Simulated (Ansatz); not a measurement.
Start from `C[SiH](S)C#N` and change one atom or group to get `C=C[SiH](C)S`.

Ansatz, PBE0-D4/def2-TZVP geometries, multiplicity 1. Each molecule was computed in one conformer, which needn't be the lowest.

```json
{"property": "HOMO–LUMO gap (PBE/def2-TZVPP) / eV", "`C[SiH](S)C#N`": "5.02"}
{"property": "LUMO energy (PBE0/def2-TZVPP) / eV", "`C[SiH](S)C#N`": "-0.81"}
{"property": "LUMO energy (B3LYP/def2-TZVPP) / eV", "`C[SiH](S)C#N`": "-1.01"}
{"property": "HOMO energy (B3LYP/def2-TZVPP) / eV", "`C[SiH](S)C#N`": "-7.76"}
{"property": "HOMO–LUMO gap (ωB97M-V/def2-TZVPP) / eV", "`C[SiH](S)C#N`": "11.40"}
{"property": "size of the dipole moment (PBE/def2-TZVPP) / D", "`C[SiH](S)C#N`": "3.37"}
```

Question: What does the change do to each property? (Best estimate.)

Answer: Computed: 
```
                                      property  `C=C[SiH](C)S`  shift
           HOMO–LUMO gap (PBE/def2-TZVPP) / eV            4.39  -0.63
            LUMO energy (PBE0/def2-TZVPP) / eV           -0.62   0.19
           LUMO energy (B3LYP/def2-TZVPP) / eV           -0.83   0.18
           HOMO energy (B3LYP/def2-TZVPP) / eV           -6.96   0.80
       HOMO–LUMO gap (ωB97M-V/def2-TZVPP) / eV           10.84  -0.56
size of the dipole moment (PBE/def2-TZVPP) / D            1.43  -1.94
```

With PBE0 the HOMO rises by 0.82 eV and the LUMO rises by 0.19 eV, so the gap narrows by about 0.63 eV. PBE moves the HOMO by 0.77 eV and ωB97M-V by 0.83 eV. Dipoles are sizes alone; their direction can turn.

B3LYP here is the variant with VWN-RPA as its local correlation; programs differ in this.
